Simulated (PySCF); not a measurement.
Species: CH₇BrGe₂.
Cartesian coordinates in Å at the PBE0-D3(BJ)/def2-SVP level; atoms count from 1:
```
atom  x, y, z in Å
C1    -1.5851   -0.9106   -0.0113
Ge2   -0.4639    0.6790    0.0883
Ge3    1.9083    0.1906    0.1531
Br4   -0.8065    1.8713   -1.8838
H5    -1.4695   -1.5076    0.9060
H6    -1.2917   -1.5202   -0.8770
H7    -2.6394   -0.6195   -0.1191
H8    -0.9253    1.6234    1.2153
H9     2.2797   -0.4995    1.4797
H10    2.2472   -0.7553   -1.0110
H11    2.7209    1.4863    0.0129
```

Level: CAM-B3LYP/def2-SVPD in PySCF, non-relativistic, on one gas-phase PBE0-D3(BJ)/def2-SVP geometry that isn't relaxed in the solvent. The solvent is an IEF-PCM continuum (Bondi radii, 1.10 Å for H, scaled by 1.2). The model holds no explicit solvent molecules, cavitation or dispersion. Spin–orbit coupling is left out although an atom past zinc is present.

Gas phase at CAM-B3LYP/def2-SVPD: HOMO -8.92 eV, LUMO 0.24 eV, dipole 2.50 D.

**Question.** What does the continuum do to the energy, the frontier levels and the dipole at CAM-B3LYP/def2-SVPD in chloroform and water?

**Answer.** 
```tsv
solvent	ε	E(solvent) − E(gas) (kcal/mol)	polarisation term (kcal/mol)	distortion of the solute (kcal/mol)	HOMO (eV)	LUMO (eV)	dipole (D)
chloroform	4.711	-1.91	-2.20	0.29	-8.88	0.32	3.22
water	78.36	-2.71	-3.35	0.64	-8.88	0.33	3.56
```

The first energy column is the sum of the next two and covers electrostatics alone. From chloroform to water the lowering changes by a factor 1.42, Onsager's factor (ε − 1)/(2ε + 1) by 1.38 and ε itself by 16.6.

**Question.** Which radius a makes the point-dipole formula ΔE = −[(ε − 1)/(2ε + 1)]·μ²/a³ give the value in water, with the gas-phase dipole?

**Answer.** μ = 0.985 au and |ΔE| = 0.00432 Eh give a = 2.54 Å; the farthest nucleus lies 3.10 Å from the centroid of the nuclei, so such a sphere wouldn't even hold the nuclei. The formula assumes a rigid point dipole at the centre of a sphere.

**Question.** Give the dipole vector in the frame of the coordinates (D, pointing from negative to positive charge), gas and water.

**Answer.** Gas (0.11, -1.72, 1.82), solvent (0.16, -2.41, 2.62). Its length changes by +42 % and its direction by less than 1°.

**Question.** How does the static polarisability (CAM-B3LYP/def2-SVPD, frozen core, with the continuum's full static response) change?

**Answer.** 
| medium | isotropic (au) | principal values (au) | ⟨r²⟩ of the electrons (bohr²) |
| --- | --- | --- | --- |
| gas | 100.9 | 85.8, 101.5, 115.4 | 1501.6 |
| chloroform | 128.6 | 111.5, 129.1, 145.3 | 1501.8 |
| water | 143.8 | 127.7, 143.9, 159.8 | 1501.9 |

The isotropic value in water is 1.42 times the gas-phase one; no cavity-field correction is applied. ⟨r²⟩ is taken about the centre of nuclear charge.
